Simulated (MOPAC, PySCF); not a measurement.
System: C2H6FSi, net charge 0, doublet state. SMILES: [Si](C)(F)C
Geometry from a B3LYP-D3(BJ)/def2-TZVP (Ansatz) optimisation:
```
Si
F 1 1.6217
C 1 1.8758 2 107.19
H 3 1.0904 1 111.49 2 60.84
H 3 1.0918 4 108.31 1 -121.75
H 3 1.0947 4 108.31 5 -117.38
C 1 1.8758 2 107.19 3 -120.33
H 7 1.0904 1 111.49 2 -60.84
H 7 1.0918 8 108.31 1 121.75
H 7 1.0947 8 108.31 9 117.38
```
Charge 0, spin multiplicity 2.

Unscaled harmonic wavenumbers (cm⁻¹) in rising order, each level at the stationary point that it reaches from this structure (no distance between atoms moves by over 0.3 Å); the order of modes can differ between levels, and a negative number is imaginary. B3LYP-D3(BJ)/def2-TZVP (PySCF, at the structure above): 133, 149, 196, 243, 268, 623, 681, 713, 776, 783, 854, 882, 1272, 1280, 1444, 1451, 1451, 1464, 3016, 3018, 3090, 3092, 3115, 3115.

AM1 (MOPAC): 47, 60, 189, 209, 237, 619, 708, 772, 811, 812, 846, 1158, 1371, 1372, 1384, 1386, 1387, 1387, 3054, 3054, 3063, 3064, 3164, 3165. Zero-point energy 47.6 against 47.3 kcal/mol; where all levels lie over 400 cm⁻¹, the wavenumbers are on average 1.027 times those of B3LYP-D3(BJ)/def2-TZVP.

PM3 (MOPAC): 63, 71, 197, 229, 254, 587, 678, 764, 814, 817, 844, 958, 1310, 1320, 1401, 1402, 1404, 1404, 3109, 3109, 3120, 3120, 3219, 3219. Zero-point energy 47.8 against 47.3 kcal/mol; where all levels lie over 400 cm⁻¹, the wavenumbers are on average 1.013 times those of B3LYP-D3(BJ)/def2-TZVP.
